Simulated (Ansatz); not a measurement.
Ansatz (an electronic-structure program) input (CCSD(T)/aug-cc-pV(D+d)Z):
A basis named .json is the Basis Set Exchange file of that set.

Ansatz 0.2 input:
```yaml
crystal:
  periodic: [false, false, false]
  atoms:
    - {symbol: O, position_ang: [-0.59554283, 1.18168586, -0.84776307]}
    - {symbol: Si, position_ang: [-0.05066294, 0.21109655, 0.24388064]}
    - {symbol: O, position_ang: [1.57014383, -0.24286401, 0.00757606]}
    - {symbol: O, position_ang: [-0.91892818, -1.24558715, 0.35843497]}
    - {symbol: H, position_ang: [-0.02683021, 0.65415144, 1.67916627]}
    - {symbol: H, position_ang: [1.82320980, 0.09823003, -0.85624813]}
    - {symbol: H, position_ang: [-1.53248110, -1.25361070, -0.38323086]}
basis:
  gaussian:
    orbitals: aug-cc-pV_D+d_Z.json
total_charge: -1
magnetization: {spin_polarized: false}
correlation: {method: ccsd_t, electrons: outside_noble_gas}
output: {forces: true}
```

End of the output:

```
cycle  10  -20.22474967 eV  change   -8.1e-5 eV  update   3.7e-5
cycle  11  -20.22470728 eV  change    4.2e-5 eV  update   1.5e-5
cycle  12  -20.22470199 eV  change    5.3e-6 eV  update   5.7e-6
perturbative correction -0.63803693 eV, -0.0234474245 hartree
the calculation of the forces begins
0.80 GiB of device memory are held for the factors and their scratch space
Total energy: -14047.42812985 eV, -516.2334620832 hartree
Atom 0 at    -0.595543     1.181686    -0.847763 Å, force    -0.450560     0.814890    -0.867494 eV/Å
Atom 1 at    -0.050663     0.211097     0.243881 Å, force     0.103317     0.018977     0.787190 eV/Å
Atom 2 at     1.570144    -0.242864     0.007576 Å, force     0.616821    -0.295123     0.116346 eV/Å
Atom 3 at    -0.918928    -1.245587     0.358435 Å, force    -0.197843    -0.623311     0.231181 eV/Å
Atom 4 at    -0.026830     0.654151     1.679166 Å, force     0.003039     0.024509     0.091609 eV/Å
Atom 5 at     1.823210     0.098230    -0.856248 Å, force     0.074339     0.075038    -0.195164 eV/Å
Atom 6 at    -1.532481    -1.253611    -0.383231 Å, force    -0.149114    -0.014980    -0.163666 eV/Å
Dipole moment:     0.156129    -0.404670    -0.048900 e Å
```

It need not be the lowest isomer of its formula. Whether it binds its extra electron was not tested at this geometry.
